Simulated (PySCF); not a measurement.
Mapped SMILES: `[CH3:1][CH2:2][N:3]([CH3:4])[c:5]1[cH:6][cH:7][cH:8][cH:9][cH:10]1` (H(Xn): hydrogen on atom n).

GIAO PBE0/pcSseg-1 shifts (PySCF, gas phase, non-relativistic, equivalent atoms averaged), each against references optimised in the same way as the molecule (TMS, NH3).

On the GFN2-xTB geometry: C5 150.9, C7/C9 135.1, C8 120.3, C6/C10 114.4, C2 49.6, C4 40.3, C1 10.8, N3 78.8, H(C7)/H(C9) 7.51, H(C8) 6.90, H(C6)/H(C10) 6.68, H(C2) 3.53, H(C4) 3.05, H(C1) 1.06 ppm.

Q: What changes on the PBE0-D3(BJ)/def2-SVP geometry?

A: 
```
       atoms  δ (ppm)  change
          C5    150.2    -0.7
       C7/C9    135.0    -0.1
          C8    120.0    -0.3
      C6/C10    114.1    -0.3
          C2     47.9    -1.7
          C4     38.7    -1.6
          C1     10.8    +0.0
          N3     78.8    +0.0
 H(C7)/H(C9)     7.30   -0.21
       H(C8)     6.75   -0.15
H(C6)/H(C10)     6.52   -0.16
       H(C2)     3.32   -0.21
       H(C4)     2.87   -0.18
       H(C1)     1.02   -0.04
```

Bonds between heavy atoms that differ most (equivalent bonds averaged): C5–C6 1.402 → 1.413 Å, C6–C7 1.381 → 1.391 Å, C7–C8 1.384 → 1.393 Å, C1–C2 1.531 → 1.524 Å, N3–C4 1.445 → 1.438 Å. Mean change of bonds to hydrogen: C–H +0.012 Å.
